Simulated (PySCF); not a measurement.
**Rh (rhodium, neutral) across methods**

[Kr] 4d7 5s1 5p1, one real determinant (an excited configuration). All numbers are calculated (PySCF 2.14, scalar relativity by spin-free X2C-1e, in x2c-QZVPPall (13s8p7d4f2g, 118 functions)).

```csv
method,E (hartree),mean ε 4d β (eV),mean ε 5s α (eV),mean ε 5p α (eV),Σ⟨r²⟩ (bohr²),⟨S²⟩
UHF,-4781.14282,-15.101,-9.822,-5.021,63.07,8.755
r2SCANh,-4783.50,-9.843,-7.488,-2.940,61.70,8.752
PBE0,-4783.17,-10.711,-7.763,-3.219,62.38,8.751
wB97M-V,-4783.14,-13.238,-9.784,-4.841,62.34,8.751
BHandHLYP,-4783.48,-12.452,-8.405,-3.667,62.67,8.752
PBE,-4783.09,-8.991,-6.909,-2.535,62.91,8.751
r2SCAN,-4783.51,-9.171,-7.160,-2.687,61.75,8.752
LDA,-4778.29,-9.022,-7.123,-2.599,62.36,8.750
```

⟨L²⟩ = 13.99 against 20 for a pure G term, so this real determinant mixes terms.
